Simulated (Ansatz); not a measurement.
Basis-set extrapolation for C2H6AlBClN (`CB(Cl)[C](=N)[AlH2]`) (PBE0-D4/def2-TZVP geometry, frozen core, the Gaussian-basis code of Ansatz). Multiplicity 1, RHF reference.

```
                      def2-TZVPP   def2-QZVPP
                 HF  -859.870545  -859.897296
    MP2 correlation    -0.897803    -0.964296
CCSD(T) correlation    -0.997622      not run
```

Energies in hartree. Use E(X) = E(∞) + A·exp(−7.88·√X) for Hartree–Fock and E(X) = E(∞) + B·X^(−2.97) for correlation, with X = 3 and 4, and add CCSD(T) minus MP2 of the smaller set to the MP2 limit.

Problem. What is the CCSD(T) energy at the basis-set limit?

Solution. HF limit: -859.897296 + (-0.026751) × 0.13774 = -859.90098. MP2 limit: -0.964296 + (-0.066493) × 0.74074 = -1.01355. Higher-order term: -0.997622 − (-0.897803) = -0.09982. Total: -861.01435 hartree, 3.98 eV below CCSD(T)/def2-TZVPP.
